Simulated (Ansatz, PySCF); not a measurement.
C3H8As, SMILES [CH2][As](C)C, multiplicity 2. Atoms are numbered in the order given.

```xyz
12

C     -0.2332     1.6884    -0.4036
As    -0.0267     0.0036     0.4431
C      1.6286    -0.5881    -0.4372
C     -1.3210    -1.0363    -0.6098
H      0.6057     2.3914    -0.4354
H     -1.2332     2.1123    -0.5424
H      1.8452    -1.6234    -0.1366
H      2.4603     0.0491    -0.1033
H      1.5427    -0.5308    -1.5315
H     -2.3363    -0.6787    -0.3850
H     -1.1308    -0.9384    -1.6880
H     -1.2553    -2.0942    -0.3169
```
Charge 0, spin multiplicity 2.

Geometry optimised at PBE0-D3(BJ)/def2-SVP. The isomer is the one that the SMILES or the coordinates give; other isomers of the formula were not compared.

Two levels are set side by side: PBE-D3(BJ)/def2-SVP (Ansatz, a program for electronic structure) and PBE0-D3(BJ)/def2-SVP (Ansatz). Each level has its own optimised geometry; the coordinates shown are those of the second. Frequencies come from the Hessian of PySCF at each geometry. Differences are taken from unrounded values.

```
quantity                            PBE0-D3(BJ)  PBE-D3(BJ)  PBE-D3(BJ) minus PBE0-D3(BJ)
----------------------------------  -----------  ----------  ----------------------------
mean bond length (Å)                      1.329       1.339                         0.010
bond C1–As2 (Å)                           1.897       1.904                         0.007
bond As2–C3 (Å)                           1.966       1.987                         0.021
bond As2–C4 (Å)                           1.966       1.987                         0.021
bond C1–H5 (Å)                            1.095       1.103                         0.008
bond C1–H6 (Å)                            1.095       1.103                         0.008
bond C3–H7 (Å)                            1.100       1.107                         0.008
bond C3–H8 (Å)                            1.100       1.107                         0.008
bond C3–H9 (Å)                            1.099       1.107                         0.008
bond C4–H10 (Å)                           1.100       1.107                         0.008
bond C4–H11 (Å)                           1.099       1.107                         0.008
bond C4–H12 (Å)                           1.100       1.107                         0.008
highest harmonic wavenumber (cm⁻¹)         3272        3179                           -92
mean harmonic wavenumber (cm⁻¹)            1418        1373                           -45
zero-point energy (kcal/mol)              60.79       58.87                         -1.93
```

Exact exchange shortens and stiffens bonds; PBE has none. Differences between two approximate levels are no errors against the true value.
